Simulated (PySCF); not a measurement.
Species: C6H8FN.
Atom-mapped SMILES: `[H]/[N:1]=[CH:2]/[C@@H:3]1[C@@H:4]([F:5])[C:6]12[CH2:7][CH2:8]2`

NICS = −σ at a ghost point: NICS(0) at the centroid of the ring atoms, NICS(1) 1 Å to either side along the normal of their mean plane, zz for the tensor component along that normal. Level: GIAO PBE0/pcSseg-1 (PySCF, non-relativistic, gas phase) on the GFN2-xTB geometry, one conformer.

Rings: 1. C3–C4–C6; 2. C6–C7–C8.

| set | NICS(0) | NICS(1), two faces | NICS(1)zz, two faces |
| --- | --- | --- | --- |
| P | -40.1 | -6.8 / -6.8 | -20.1 / -19.7 |
| Q | -33.9 | -4.8 / -7.2 | -12.8 / -20.4 |

Task: Which set (ppm) belongs to which ring?

Result: P = 2, Q = 1.
- 1 (3-membered carbocycle; formal bonds all single): mean NICS(1)zz -16.6 ppm, shielded. C3, C4, C6 have four or more neighbours, and the NICS criterion for π rings isn't applied.
- 2 (3-membered carbocycle; formal bonds all single): mean NICS(1)zz -19.9 ppm, shielded. C6, C7, C8 have four or more neighbours, so the value isn't read as a sign of a π ring current.

Task: How do the rings differ in shape?

Result: 
| ring | bond lengths (Å) | rms pucker (Å) | HOMA | nearest outside atom to a NICS(1) probe (Å) |
| --- | --- | --- | --- | --- |
| 1 | 1.524, 1.466, 1.498 | 0.00 | – | hydrogen 1.45 |
| 2 | 1.479, 1.511, 1.480 | 0.00 | – | hydrogen 1.46 |

The values belong to the conformer `[H]/[N:1]=[CH:2]/[C@@H:3]1[C@@H:4]([F:5])[C:6]12[CH2:7][CH2:8]2`: N1–C2–C3–C4 -148°.
